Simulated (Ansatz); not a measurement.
Frontier orbitals of AsH$_{7}$Si$_{2}$ (`[SiH3][AsH][SiH3]`).

Z-matrix (Å, degrees):
```
Si
As 1 2.360
H 1 1.486 2 108.9
H 1 1.486 2 107.6 3 118.0
H 1 1.487 2 113.2 3 -121.5
Si 2 2.360 1 93.2 3 168.2
H 2 1.524 1 92.8 3 75.2
H 6 1.487 2 113.2 1 -46.2
H 6 1.486 2 107.6 1 74.2
H 6 1.486 2 108.9 1 -167.8
```

The species carries charge 0 and has multiplicity 1. Correlated methods include outer-core shells of As, which these sets cover unevenly. Scalar relativity is left out up to krypton. Geometry: relaxed with PBE0-D4/def2-TZVP. Basis def2-TZVPP, the Gaussian-basis code of Ansatz.

```json
{"functional": "B97M-V", "HOMO (eV)": "-6.76", "LUMO (eV)": "-0.72"}
```

Problem. Give HOMO and LUMO (eV) with LDA (SPW92), PBE, revPBE, BLYP, r2SCAN, PBE0, B3LYP, r2SCANh, r2SCAN0, HSE06 (plane-wave form), BHLYP, CAM-B3LYP, LC-ωPBE, ωB97X-V, ωB97M-V, HF. (Best estimate.)

Solution. Ansatz gave: 
```json
{"functional": "LDA (SPW92)", "HOMO": "-6.52", "LUMO": "-1.15"}
{"functional": "PBE", "HOMO": "-6.41", "LUMO": "-0.90"}
{"functional": "revPBE", "HOMO": "-6.37", "LUMO": "-0.80"}
{"functional": "BLYP", "HOMO": "-6.25", "LUMO": "-0.76"}
{"functional": "r2SCAN", "HOMO": "-6.66", "LUMO": "-0.57"}
{"functional": "PBE0", "HOMO": "-7.43", "LUMO": "-0.09"}
{"functional": "B3LYP", "HOMO": "-7.22", "LUMO": "-0.28"}
{"functional": "r2SCANh", "HOMO": "-7.03", "LUMO": "-0.29"}
{"functional": "r2SCAN0", "HOMO": "-7.59", "LUMO": "0.11"}
{"functional": "HSE06 (plane-wave form)", "HOMO": "-7.04", "LUMO": "-0.46"}
{"functional": "BHLYP", "HOMO": "-8.30", "LUMO": "0.76"}
{"functional": "CAM-B3LYP", "HOMO": "-8.62", "LUMO": "0.87"}
{"functional": "LC-ωPBE", "HOMO": "-9.90", "LUMO": "1.97"}
{"functional": "ωB97X-V", "HOMO": "-9.59", "LUMO": "1.85"}
{"functional": "ωB97M-V", "HOMO": "-9.46", "LUMO": "1.54"}
{"functional": "HF", "HOMO": "-9.68", "LUMO": "2.88"}
```

B3LYP here is the variant with VWN-RPA as its local correlation; programs differ in this. LC-ωPBE has ω = 0.4 bohr⁻¹. Positive LUMOs are unbound and depend on the basis.
